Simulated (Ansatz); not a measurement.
The cluster Li6⁻, relaxed as a doublet with UKS r2SCAN/def2-TZVPD in Ansatz, starting from the GFN2-xTB geometry. Force threshold 0.02 eV/Å.

The charge -1 doublet is spin-contaminated (final ⟨S²⟩ up to 1.05, 0.75 for a pure state). The highest occupied level of the charge -1 doublet lies above zero (up to 0.11 eV). The electron is either unbound and held by the finite basis, or the level is raised by self-interaction error. The structure comes from a short search, and lower isomers may exist.

Start:

```csv
atom,x (Å),y (Å),z (Å)
Li1,0.3996,-0.6028,1.8105
Li2,-0.1918,1.9108,0.3304
Li3,0.2219,-1.9072,-0.3145
Li4,-0.4138,0.5644,-1.8205
Li5,-1.8010,-0.2420,0.3030
Li6,1.7851,0.2768,-0.3089
```

```
step  energy (eV)  largest force component (eV/Å)  SCF passes
   1   -1226.3635                           0.658         180
   2   -1226.7938                           0.201         305
   3   -1226.8375                           0.096         158
   4   -1226.8494                           0.021         157
   5   -1226.8501                           0.004         155
   6   -1226.8502                           0.002         157
   7   -1226.8502                           0.002         158
```

Force components are those of the run's own axes.

End:

```xyz
6

Li    0.5226   -0.5510    1.9902
Li   -0.1535    2.0994    0.4331
Li    0.1243   -2.1061   -0.4314
Li   -0.4942    0.5277   -1.9962
Li   -2.1115   -0.3415    0.2747
Li    2.1123    0.3715   -0.2704
```

By distances, no bond broke or formed. The bond that changes most is Li3–Li6, from 2.69 to 3.18 Å (atoms count from 1). The end is the same structure that another start reached, the lowest one found.

The force fell under the threshold at step 5, but the optimiser went on. No frequencies were taken in this run, so the end may be a saddle point.

Run time 90 s (4 threads of Arm Neoverse V2 on a shared host).
